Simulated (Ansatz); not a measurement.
Ansatz (a program for electronic structure) input for H₃N, SMILES [NH3+], charge +1, multiplicity 2, PBE-D3(BJ)/def2-TZVPD. 

Ansatz 0.2 input:
```yaml
crystal:
  periodic: [false, false, false]
  atoms:
    - {symbol: N, position_ang: [0.00000000, 0.00000000, 0.00000000]}
    - {symbol: H, position_ang: [1.02413102, 0.00000000, 0.00000000]}
    - {symbol: H, position_ang: [-0.51206551, 0.88692348, 0.00000000]}
    - {symbol: H, position_ang: [-0.51206551, -0.88692348, 0.00000000]}
basis:
  gaussian:
    orbitals: def2-TZVPD
hamiltonian:
  xc: pbe
  dispersion: d3bj
total_charge: 1
magnetization: {spin_polarized: true, initial_magnetization: 1}
relax: {f_tol: 0.002, max_steps: 200}
```

Program output:

```
WARN ansatz: RAYON_NUM_THREADS=1 ignored (pool sized by the plan → 1); use --threads N
Functional definition: PBE
integrals: 0.01 GiB planned
332 factors; their error is unknown
mean field: 0.12 GiB planned
mean field evaluation 1: about -1517.3556 eV, gradient 5.4e1 eV
mean field evaluation 2: about -1509.9619 eV, gradient 6.3e1 eV
mean field evaluation 4: about -1527.5466 eV, gradient 1.3e-1 eV
mean field evaluation 8: about -1527.5347 eV, gradient 2.2e-1 eV
mean field evaluation 16: about -1527.5348 eV, gradient 1.7e-5 eV
mean field -1527.53483630 eV, -56.1358698338 hartree, gradient 1.7e-5 eV, S^2 0.753419; 0 other end points of the search recorded, 0 dependent functions left out
the calculation of the forces begins
reference -1527.53485621 eV, -56.1358705653 hartree; 5, 4 occupied and 59, 60 virtual orbitals, 332 factors
relax step   1: F+E_penalty+E_count = -1527.55551954 eV  Δ(F+E_penalty+E_count) = +0.000e0 eV  max|allowed force component| = 3.552e-1 eV/Å  Δτ_max = 0.0000 Å  (26 SCF iters, accepted)
these checks for a lower state are left out or cut short: starts, cluster_reference, orbital_swaps, neighbouring_geometries, increment
integrals: 0.01 GiB planned
332 factors; their error is unknown
mean field: 0.12 GiB planned
mean field -1527.53907778 eV, -56.1360257051 hartree, gradient 6.7e-6 eV, S^2 0.753471; 0 other end points of the search recorded, 0 dependent functions left out
the calculation of the forces begins
reference -1527.53909787 eV, -56.1360264434 hartree; 5, 4 occupied and 59, 60 virtual orbitals, 332 factors
relax step   2: F+E_penalty+E_count = -1527.55975508 eV  Δ(F+E_penalty+E_count) = -4.236e-3 eV  max|allowed force component| = 9.921e-2 eV/Å  Δτ_max = 0.0062 Å  (28 SCF iters, accepted)
these checks for a lower state are left out or cut short: starts, cluster_reference, orbital_swaps, neighbouring_geometries, increment
integrals: 0.01 GiB planned
332 factors; their error is unknown
mean field: 0.12 GiB planned
mean field evaluation 32: about -1527.5394 eV, gradient 6.7e-6 eV
mean field -1527.53944890 eV, -56.1360393436 hartree, gradient 6.7e-6 eV, S^2 0.753492; 0 other end points of the search recorded, 0 dependent functions left out
the calculation of the forces begins
reference -1527.53946906 eV, -56.1360400847 hartree; 5, 4 occupied and 59, 60 virtual orbitals, 332 factors
relax step   3: F+E_penalty+E_count = -1527.56012389 eV  Δ(F+E_penalty+E_count) = -3.688e-4 eV  max|allowed force component| = 1.798e-3 eV/Å  Δτ_max = 0.0024 Å  (28 SCF iters, accepted)
integrals: 0.01 GiB planned
332 factors; their error is unknown
mean field: 0.12 GiB planned
mean field -1527.53944890 eV, -56.1360393436 hartree, gradient 6.3e-6 eV, S^2 0.753492; 1 other end points of the search recorded, 0 dependent functions left out
the calculation of the forces begins
reference -1527.53946906 eV, -56.1360400847 hartree; 5, 4 occupied and 59, 60 virtual orbitals, 332 factors
Total energy: -1527.56014405 eV, -56.1367998765 hartree
Atom 0 at     0.000000    -0.000000     0.000000 Å, force     0.000000     0.000000    -0.000000 eV/Å
Atom 1 at     1.032809     0.000000    -0.000000 Å, force     0.001799     0.000000     0.000000 eV/Å
Atom 2 at    -0.516404     0.894438    -0.000000 Å, force    -0.000899     0.001558     0.000000 eV/Å
Atom 3 at    -0.516404    -0.894438    -0.000000 Å, force    -0.000899    -0.001558     0.000000 eV/Å
Dipole moment:     0.000000    -0.000000    -0.000000 e Å
```

The calculation finished and met its thresholds.
